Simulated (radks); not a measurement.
Results of a calculation; reference values are marked as such.
Spin polarisation of the 3s1 shell in Mg+. Start: [Ne] 3s(up 0.5, down 0.5); electrons of 3s are moved from spin down to spin up, other shells keep equal spins. Level of theory: scalar-relativistic Kohn-Sham, r2SCAN, spin-polarised, spherical densities, finite nucleus; meta-GGA in the generalised Kohn-Sham scheme; Fermi nuclear charge, rms radius of each element as measured or else 0.836 A^(1/3) + 0.57 fm (a radial shooting solver on a logarithmic mesh with Libxc functionals).

moment (Bohr magnetons)	E - E(0) (eV)	e(3s up) (eV)	e(3s down) (eV)	2p down minus up (eV)	2s down minus up (eV)	1s down minus up (eV)
0	0.000	-11.302	-11.302	0.000	0.000	0.000
0.25	-0.038	-11.577	-10.972	0.032	0.023	0.022
0.5	-0.153	-11.810	-10.561	0.064	0.046	0.043
0.75	-0.352	-11.993	-10.062	0.098	0.067	0.064

At moment 0.75 the spin-polarisation energy is -0.352 eV and the 3s exchange splitting 1.931 eV, that is 2.574 eV per Bohr magneton; E = -I m^2/4 would give I = 2.504 eV.
